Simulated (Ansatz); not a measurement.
Reaction (ligand exchange at the Si–C bond): `N=CC(O)=C[SiH3]` + `[OH][AlH][CH2]F` → `F[CH2][AlH][O][SiH3]` + `C=C(O)C=N`

Program: Ansatz. Geometries: PBE0-D4/def2-TZVP. ΔE: electronic, gas phase. CBS: MP2 limit from def2 TZ/QZ plus the TZ coupled-cluster correction, frozen cores. Functionals use def2-TZVPP. One conformer a species, not always the lowest.

| level | ΔE (kJ/mol) |
| --- | --- |
| r2SCAN-D4 | -129.4 |
| ωB97X-V | -130.9 |
| B2PLYP | -133.9 |
| r2SCAN | -129.7 |
| HF/def2-TZVPP | -153.9 |
| MP2/def2-TZVPP | -130.7 |
| CCSD(T)/def2-TZVPP | -129.4 |
| MP2/def2-QZVPP | -131.6 |

What does CCSD(T)/CBS give? (Best estimate.)

The calculation gave: -129.8 kJ/mol. The listed levels differ from it by 0.4, -1.1, -4.1, 0.1, -24.1, -0.9, 0.4, -1.8 kJ/mol.

Largest T1 diagnostic among the species: 0.013.

In def2-TZVPP, CCSD(T) changes the Hartree–Fock value by +24.5 kJ/mol (the triples alone add +3.9 kJ/mol) and MP2 by +23.2 kJ/mol. From PBE to PBE0 (25 % exact exchange), in def2-TZVPP and without D4, ΔE moves by −7.7 kJ/mol.
